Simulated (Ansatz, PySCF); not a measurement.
Molecule: H2Te2, charge 0, multiplicity 1. 
Coordinates optimised at B3LYP-D3(BJ)/def2-TZVP (Ansatz, a first-principles code):
```xyz
4

Te    -0.0136     0.0157    -1.3655
Te    -0.0251     0.0059     1.3654
H      1.5837     0.4689    -1.5191
H      0.4290    -1.5908     1.5235
```

Wanted: vertical triplet-singlet gap (E(triplet) - E(singlet); each state is the SCF solution reached for its spin), in eV. Correlated levels leave the core frozen unless marked. Open shells are spin-unrestricted. Spin-orbit coupling is left out. The frozen core is the preceding noble-gas configuration, with the filled d and f shells of earlier blocks. Past Kr the def2 sets carry scalar-relativistic core potentials. CBS marks a two-point X^-3 extrapolation of the correlation energy; Hartree-Fock from the larger set. The bracket is a focal-point correction in the basis named.

```tsv
level	program	vertical triplet-singlet gap (eV)
SVWN5/def2-TZVPD	Ansatz	2.48
PBE/def2-TZVPD	Ansatz	2.44
r2SCAN/def2-TZVPD	Ansatz	[?]
B3LYP/def2-TZVPD	Ansatz	2.59
PBE0/def2-TZVPD	Ansatz	2.58
BHLYP/def2-TZVPD	Ansatz	2.73
M06-2X/def2-TZVPD	PySCF	2.44
CAM-B3LYP/def2-TZVPD	Ansatz	2.72
wB97M-V/def2-TZVPD	Ansatz	2.75
wB97X-V/def2-TZVPD	Ansatz	[?]
B2PLYP/def2-TZVPD	Ansatz	[?]
SCS-MP2/def2-SVPD	Ansatz	2.82
SCS-MP2/def2-TZVPPD	Ansatz	2.91
CCSD/def2-TZVPPD	Ansatz	[?]
RI-MP2/CBS(def2-TZVPPD,def2-QZVPPD)+[CCSD(T)-MP2]/def2-TZVPPD	Ansatz	2.89
```

Task: Some entries are withheld; supply them.

Result: 
- r2SCAN/def2-TZVPD, vertical triplet-singlet gap (eV): 2.49
- wB97X-V/def2-TZVPD, vertical triplet-singlet gap (eV): 2.83
- B2PLYP/def2-TZVPD, vertical triplet-singlet gap (eV): 2.78
- CCSD/def2-TZVPPD, vertical triplet-singlet gap (eV): 2.80
